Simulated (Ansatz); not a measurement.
Coupled-cluster run, BFGeH4Si, SMILES `F[SiH]1[BH][GeH2]1`.

```yaml
crystal:
  periodic: [false, false, false]
  atoms:
    - {symbol: F, position_ang: [-2.802242, -0.096990, 1.042559]}
    - {symbol: Si, position_ang: [-1.254205, -0.152122, 0.669637]}
    - {symbol: B, position_ang: [-0.400132, 0.469738, -0.853153]}
    - {symbol: Ge, position_ang: [1.416999, -0.002278, -0.444537]}
    - {symbol: H, position_ang: [-0.595985, -0.820467, 1.814610]}
    - {symbol: H, position_ang: [-0.786075, 1.014126, -1.834400]}
    - {symbol: H, position_ang: [1.843417, -0.708935, 0.852474]}
    - {symbol: H, position_ang: [2.670323, 0.239828, -1.303089]}
basis:
  gaussian: {orbitals: def2-SVP}
correlation: {method: ccsd_t}
```

```sh
$ ansatz run in.yaml --threads 4 --pin off --events-out ev --progress --plain
```

Log, shortened:

```
Functional definition: HF
960 factors; integrals over basis functions are off by at most 1.4e-3 eV
mean field evaluation 1: about -67761.2161 eV, gradient 2.9e1 eV
mean field evaluation 2: about -67761.2393 eV, gradient 2.9e1 eV
mean field evaluation 4: about -67763.5217 eV, gradient 2.8e0 eV
mean field evaluation 8: about -67763.5560 eV, gradient 3.3e-4 eV
mean field -67763.55603289 eV, -2490.2647524206 hartree, gradient 2.6e-6 eV, S^2 0.000000; 0 other end points of the search recorded, 0 dependent functions left out; unrestricted orbitals would lower it
16 core orbitals not correlated: weight in the atoms' cores, before any rotation towards them, 1.000 or more for the frozen orbitals, at most 0.000 for the correlated occupied ones
reference -67763.55603289 eV, -2490.2647524206 hartree; 16, 16 occupied and 66, 66 virtual orbitals, 960 factors
second order -16.41260202 eV of doubles, -0.00000000 eV of singles
cycle   1  -16.55277409 eV  change   -1.4e-1 eV  update   1.1e-1
cycle   2  -17.07439281 eV  change   -5.2e-1 eV  update   3.4e-2
cycle   3  -17.17538632 eV  change   -1.0e-1 eV  update   1.8e-2
cycle   4  -17.16748829 eV  change    7.9e-3 eV  update   4.6e-3
cycle   5  -17.16608952 eV  change    1.4e-3 eV  update   2.6e-3
cycle   6  -17.16620198 eV  change   -1.1e-4 eV  update   9.4e-4
cycle   7  -17.16604519 eV  change    1.6e-4 eV  update   4.8e-4
cycle   8  -17.16610053 eV  change   -5.5e-5 eV  update   1.7e-4
cycle   9  -17.16614907 eV  change   -4.9e-5 eV  update   6.0e-5
cycle  10  -17.16615014 eV  change   -1.1e-6 eV  update   2.1e-5
perturbative correction -0.56336595 eV, -0.0207033167 hartree
Total energy: -67781.28554897 eV, -2490.9163001193 hartree
```

Hardware: 4 threads of a server CPU on a shared host. Wall time 2.2 s, peak host memory 0.38 GiB.

Correlation energy per correlated electron: -0.554 eV. T1 diagnostic: 0.0132.
